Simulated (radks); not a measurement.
Results of a calculation; reference values are marked as such.
Ionisation of the beryllium ion Be+, [He] 2s1, to [He] as the strength of local exchange is varied. Code: a radial shooting solver on a logarithmic mesh with Libxc functionals. Model: scalar-relativistic Kohn-Sham, Slater X-alpha exchange (alpha = 2/3 is LDA exchange), no correlation, spin-unpolarised, spherical densities, finite nucleus; Fermi nuclear charge, rms radius 2.519 fm; without spin polarisation the odd electron is poorly described.

| alpha | E(Be+) (hartree) | exchange (hartree) | IE (eV) | -e of the level emptied (eV) | <r> of it (bohr) |
|---|---|---|---|---|---|
| 0.573 | -13.62077 | -1.78354 | 16.139 | 11.880 (2s) | 2.388 |
| 0.646 | -13.84910 | -2.03042 | 16.649 | 12.432 (2s) | 2.347 |
| 0.667 | -13.91520 | -2.10227 | 16.797 | 12.593 (2s) | 2.335 |
| 0.743 | -14.15595 | -2.36535 | 17.341 | 13.186 (2s) | 2.294 |
| 1.049 | -15.14963 | -3.47326 | 19.622 | 15.709 (2s) | 2.143 |

NIST Atomic Spectra Database: 18.211 eV (measured). The Delta-SCF value meets it near alpha = 0.86. Spin polarisation and multiplet splitting are left out, so open shells lie too high by an amount that depends on their filling.
